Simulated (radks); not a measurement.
The numbers below are computed, except where a source is named.
Ionisation of the chlorine ion Cl+, [Ne] 3s2 3p4, to Cl2+, [Ne] 3s2 3p3, under several functionals. Dirac Kohn-Sham, spin-unpolarised, spherical densities, finite nucleus; open shells are shared between the two j in proportion to 2j + 1; a radial shooting solver on a logarithmic mesh with Libxc functionals. The NIST Atomic Spectra Database gives 23.814 eV (measured). Rank these functionals by the error of their Delta-SCF ionisation energy: LDA (Slater exchange, Perdew-Wang correlation); PBE; RPBE; Wu-Cohen GGA; SOGGA; LDA (Slater exchange, VWN5 correlation); exchange-only LDA; BP86.

Answer. From best to worst: exchange-only LDA 24.107 eV (+0.294); SOGGA 25.310 eV (+1.496); Wu-Cohen GGA 25.431 eV (+1.618); RPBE 25.432 eV (+1.618); PBE 25.447 eV (+1.634); LDA (Slater exchange, Perdew-Wang correlation) 25.527 eV (+1.714); LDA (Slater exchange, VWN5 correlation) 25.531 eV (+1.718); BP86 25.533 eV (+1.719). Spin polarisation and multiplet splitting are left out, so open shells lie too high by an amount that depends on their filling.

Beside tabulated values, note that spin-unpolarised runs miss the spin-polarisation part of the exchange energy of open shells.
